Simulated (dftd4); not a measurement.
Cl₅OSi₂, doublet, at a GFN2-xTB geometry; dftd4 with D4 for wb97x.

Here is a job for dftd4.
```
$ dftd4 mol.xyz --func wb97x --charge 0 --json dftd4.json --noedisp --grad

# file mol.xyz
8

Cl     2.33479091    -1.71099388    -0.65737346
Si     1.96416604     0.09563765     0.13919861
Cl     2.26536782     1.60419462    -1.15215974
O      0.39041391     0.13132362     0.56182526
Si    -1.21793879     0.02038872     0.40908795
Cl    -1.96521701     1.13640431     1.88664262
Cl    -1.69938760    -1.91143167     0.60001890
Cl    -1.73381843     0.72447616    -1.39304682
```

Question: What does dftd4 print? Leave out banner, timings and long lists.

Answer: 
```
                    ____  _____ _____     ____  _  _
      -------------|  _ \|  ___|_   _|---|  _ \| || |------------
     |             | | | | |_    | | ___ | | | | || |_           |
     |             | |_| |  _|   | ||___|| |_| |__   _|          |
     |             |____/|_|     |_|     |____/   |_|            |
     |             ===================================           |
     |            E. Caldeweyher, S. Ehlert & S. Grimme          |
     |          Mulliken Center for Theoretical Chemistry        |
     |                    University of Bonn                     |
      -----------------------------------------------------------

Rational (Becke-Johnson) damping: wb97x-D4-ATM
---------------------
  s6         1.0000
  s8         0.5093
  s9         1.0000
  a1         0.0662
  a2         5.4487
 alp        16.0000
--------------------

Dispersion energy:      -4.9199436768276E-02 Eh

Gradient norm:           6.2662050036433E-03 Eh/a0
--------------------------------------------------
     #    Z           dE/dx      dE/dy      dE/dz
--------------------------------------------------
     1   17 Cl    1.300E-03 -1.948E-03 -4.658E-04
     2   14 Si    1.537E-03  1.279E-04  4.510E-04
     3   17 Cl    1.208E-03  1.833E-03 -9.225E-04
     4    8 O     3.346E-04  1.457E-04  6.566E-04
     5   14 Si   -9.439E-04  4.062E-05  3.544E-04
     6   17 Cl   -9.839E-04  1.453E-03  1.974E-03
     7   17 Cl   -1.059E-03 -2.587E-03  3.952E-04
     8   17 Cl   -1.393E-03  9.350E-04 -2.443E-03
--------------------------------------------------

Virial:
--------------------------------------------------
      component           x          y          z
--------------------------------------------------
          x       3.065E-02 -4.114E-04 -5.257E-03
          y      -4.114E-04  2.566E-02 -1.566E-03
          z      -5.257E-03 -1.566E-03  1.759E-02
--------------------------------------------------

[Info] Dispersion results written to 'dftd4.txt'
[Info] JSON dump of results written to 'dftd4.json'
```
